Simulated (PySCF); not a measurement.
The dipole of `FC[C@@H]1CC[SiH2]1` from its density and from atomic charges.

Coordinates (GFN2-xTB, Å) and charges (e) from the PBE0/pcSseg-1 density (PySCF):

```csv
atom,x,y,z,Mulliken,IAO,Hirshfeld,ESP-fitted
F1,1.828,0.123,-1.438,-0.3435,-0.3375,-0.1182,-0.2076
C2,1.834,0.449,-0.097,+0.2289,+0.0466,+0.0179,-0.0881
C3,0.441,0.352,0.484,-0.5913,-0.3921,-0.1203,-0.0778
C4,-0.164,-1.068,0.478,-0.1753,-0.2577,-0.0740,+0.0137
C5,-1.587,-0.747,-0.022,-0.5059,-0.5398,-0.1621,-0.3777
Si6,-1.046,1.010,-0.546,+0.6548,+0.7270,+0.3425,+0.4370
H7,2.532,-0.248,0.383,+0.1041,+0.1328,+0.0398,+0.0932
H8,2.227,1.469,-0.031,+0.1051,+0.1351,+0.0407,+0.0983
H9,0.485,0.758,1.496,+0.1417,+0.1461,+0.0408,+0.0510
H10,-0.135,-1.565,1.448,+0.1278,+0.1350,+0.0367,+0.0204
H11,0.363,-1.694,-0.241,+0.1271,+0.1414,+0.0377,+0.0581
H12,-2.313,-0.762,0.789,+0.1396,+0.1470,+0.0363,+0.1024
H13,-1.944,-1.426,-0.792,+0.1407,+0.1461,+0.0349,+0.0937
H14,-0.776,1.201,-1.966,-0.0646,-0.1071,-0.0728,-0.0866
H15,-1.749,2.155,0.035,-0.0892,-0.1229,-0.0799,-0.1301
```

Problem. What dipole does each set of charges give (1 e·Å = 4.803 D), and what does the density give?

Solution. The full density gives (-0.30, 0.27, 1.65) D, 1.70 D in size; dipole vectors point from the negative to the positive end.

| scheme | μx | μy | μz | size (D) | share of the full size (%) | angle to the full dipole (°) |
| --- | --- | --- | --- | --- | --- | --- |
| Mulliken | -0.56 | 1.55 | 1.35 | 2.13 | 125 | 39 |
| IAO | -0.73 | 1.76 | 2.00 | 2.76 | 162 | 32 |
| Hirshfeld | -0.29 | 0.57 | 0.73 | 0.97 | 57 | 29 |
| ESP-fitted | -0.30 | 0.24 | 1.64 | 1.69 | 99 | 1 |

Problem. Which set comes closest?

Solution. Length of the difference vector: ESP-fitted 0.03 D, Hirshfeld 0.97 D, Mulliken 1.34 D, IAO 1.59 D. Closest: ESP-fitted. The schemes that divide the density aren't constrained to reproduce the dipole.

Problem. What is left for the Hirshfeld atoms' own dipoles?

Solution. The Hirshfeld atoms' densities add up to the full density, so μ = Σ q r + Σ (atomic dipoles). The atomic dipoles sum to (-0.30, 0.27, 1.65) − (-0.29, 0.57, 0.73) = (-0.01, -0.30, 0.92) D, 0.97 D in size.

Problem. With the origin at the mean of the coordinates, (0.000, 0.001, -0.001) Å, which are the largest single terms, by size, of the Hirshfeld dipole along the direction of the full one?

Solution. F1 +0.96, H14 +0.55, Si6 -0.31, H9 +0.29, H15 -0.26 D; all 15 atoms together +0.85 D. The single terms depend on the origin, their sum doesn't.

Problem. Give the size of the full dipole in other units.

Solution. 1.70 D = 0.668 au = 0.353 e·Å = 5.66 × 10⁻³⁰ C·m.

One conformer (not necessarily the lowest) at the GFN2-xTB geometry, without solvent, vibrations or thermal averaging.

The run behind these numbers computed NMR shieldings as well. On an Arm Neoverse V1 with one thread, no GPU, shared host, this took 16 s and 0.72 GiB of memory at its peak.

Conformer computed: `[F:1][CH2:2][C@@H:3]1[CH2:4][CH2:5][SiH2:6]1`: F1–C2–C3–C4 64°.
